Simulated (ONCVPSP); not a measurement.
F (Z = 9): one change to an ONCV potential, before and after

F (Z = 9), optimised norm-conserving Vanderbilt (ONCV), made with ONCVPSP 4.0.1 (PBE, non-relativistic). Core [He], reference 2s2 2p3 (charge +2). Waves: 2s: rc 0.80 bohr, ncon 3, nbas 7, qcut 10.4 1/bohr, 1 projector; 2p: rc 1.20 bohr, ncon 4, nbas 8, qcut 10.2 1/bohr, 2 projectors, debl 2.2 Ha. Local part: polynomial inside 0.70 bohr (lpopt 5, dvloc0 0 Ha). Core correction: Teter function fitted to the true core (icmod 2), fcfact 0.4.

All-electron outer shells of the reference configuration (PBE, non-relativistic, ld1.x):

| shell | level (eV) | outermost node (bohr) | outermost maximum (bohr) |
| --- | --- | --- | --- |
| 1s | -709.52 | – | 0.11 |
| 2s | -67.89 | 0.24 | 0.73 |
| 2p | -49.01 | – | 0.66 |

Change: s: rc 0.86.

Cutoffs: the cutoffs (Ha) at which the residual kinetic energy of the hardest occupied pseudo-wave falls to 1 and 0.1 mHa per electron; they do not see the model core or the augmentation charge, which bear on the density cutoff. Errors are all-electron minus pseudo energies relative to the spin-unpolarised reference configuration.

Problem. How do hardness, ghosts and transferability respond?

Solution. The potential gets softer (46 Ha and 80 Ha → 43 Ha and 53 Ha); the errors of the 4 common tests hardly move; neither file shows a bound ghost. A larger radius leaves more room for a smooth pseudo-wave, so fewer plane waves are needed.

| quantity | base | changed |
| --- | --- | --- |
| cutoff, loose | 46 Ha | 43 Ha |
| cutoff, tight | 80 Ha | 53 Ha |
| loose cutoff by channel | s 46 Ha, p 42 Ha | s 43 Ha, p 42 Ha |
| bound ghosts | none | none |
| GHOST(+) flags under 300 eV | none | none |
| error for 2s2 2p5, meV [ΔE -57.80 eV] | +161 | +165 |
| error for 2s2 2p4, meV [ΔE -38.39 eV] | +67 | +69 |
| error for 2s2 2p2, meV [ΔE 60.64 eV] | +155 | +158 |
| error for 2s1 2p6, meV [ΔE -39.07 eV] | +337 | +348 |
| p: phases at 1.22 bohr within 0.05 rad from the reference energy up to (Ha; the scan ends near 5) | to the end of the scan | to the end of the scan |
| rms error of d²Exc/dni dnj with the model core, mHa | 3.50 | 3.53 |
